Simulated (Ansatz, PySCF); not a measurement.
Noncovalent pair: HF (SMILES F) (first 2 atoms) with HBr (SMILES Br); geometry from B3LYP-D3(BJ)/def2-TZVP, rigid monomers moved along the line of their centres of mass till F1···H4 is 1.87 Å.
(charge 0, multiplicity 1):
```tsv
atom	x (Å)	y (Å)	z (Å)
F	-0.3622	0.1354	0.3694
H	-0.2203	-0.7743	0.2652
Br	-0.0607	0.8722	3.5394
H	-0.2326	0.7607	2.1242
```

Monomers are frozen at their geometry in the pair; levels with a basis set take the counterpoise correction.

Correlated levels freeze the cores. Filled d and f shells under p-block atoms count as core. CBS: X⁻³ extrapolation of the correlation energy, Hartree–Fock from the larger set.

Codes used: Ansatz (a quantum-chemistry and plane-wave program) with Gaussian orbitals; PySCF for the dispersion terms. Each number belongs to the level named beside it.

PBE/def2-TZVPPD gives -7.7 kJ/mol for the interaction energy.

**Question.** How do the other levels lie against it? Give each less PBE: PBE-D3(BJ)/def2-TZVPPD, r2SCAN/def2-TZVPPD, B3LYP/def2-TZVPPD, wB97M-V/def2-TZVPPD, MP2/CBS(aug-cc-pVTZ, aug-cc-pVQZ), CCSD(T)/CBS(aug-cc-pVTZ, aug-cc-pVQZ).

**Answer.** PBE-D3(BJ)/def2-TZVPPD -1.7; r2SCAN/def2-TZVPPD -1.3; B3LYP/def2-TZVPPD 2.9; wB97M-V/def2-TZVPPD 0.5; MP2/CBS(aug-cc-pVTZ, aug-cc-pVQZ) -0.4; CCSD(T)/CBS(aug-cc-pVTZ, aug-cc-pVQZ) 0.3 kJ/mol. 3 of 6 lie above PBE; the widest gap is to B3LYP/def2-TZVPPD.
